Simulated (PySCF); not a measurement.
**L and K shells in TMS-CHClF**

Compound: TMS-CHClF, C4H10ClFSi.
Atom-mapped SMILES: `[CH3:1][Si:2]([CH3:3])([CH3:4])[C@H:5]([F:6])[Cl:7]`

Level of theory: delta-SCF UKS SCAN, pcX-2 on the ionised atom, pcseg-1 elsewhere, spin-free X2C (PySCF 2.14.0). Vertical ΔSCF values, vacuum level as zero. Spin–orbit coupling isn't in the SCF: each 2p doublet comes from a relaxed spin-free hole plus a matrix of the shell (mean-field spin–orbit coupling and the ground-state 2p splitting), with 2p3/2 averaged over its two sublevels. The splitting includes the ligand field, and 2p3/2 is the mean of two sublevels.

When a 2p electron fills a 1s hole, the emitted photon carries the energy difference of the two hole states (Kα1 from 2p3/2, Kα2 from 2p1/2), here at the ground state's geometry.

| atom | Kα1 (eV) | Kα2 (eV) | 2p3/2 binding energy (eV) |
| --- | --- | --- | --- |
| Si2 | 1739.79 | 1739.17 | 106.32 |
| Cl7 | 2622.59 | 2620.94 | 205.88 |

Q: What are the 1s and 2p1/2 binding energies?

A: 1s = Kα1 + 2p3/2, and 2p1/2 = 1s − Kα2:

```json
{"atom": "Si2", "environment": "four-coordinate silicon", "1s (eV)": "1846.11", "2p1/2 (eV)": "106.94"}
{"atom": "Cl7", "environment": "chlorine on a fluorinated carbon", "1s (eV)": "2828.47", "2p1/2 (eV)": "207.53"}
```

2p1/2 minus 2p3/2 by element: Si (Z = 14) 0.62 eV, Cl (Z = 17) 1.65 eV.

Q: And the 1s levels of the other atoms?

A: C1/C3/C4 (Si-methyl carbon) 290.11 eV; C5 (sp3 C–F carbon) 293.63 eV; F6 (alkyl fluorine) 692.67 eV.

Topologically equivalent atoms share the value of their first member; where this conformer doesn't relate them by symmetry, their own values could differ. Geometry: PBE0-D3(BJ)/def2-SVP; no solvent, vibrations or thermal averaging.

Conformer computed: `[CH3:1][Si:2]([CH3:3])([CH3:4])[C@H:5]([F:6])[Cl:7]`: C1–Si2–C5–F6 60°.
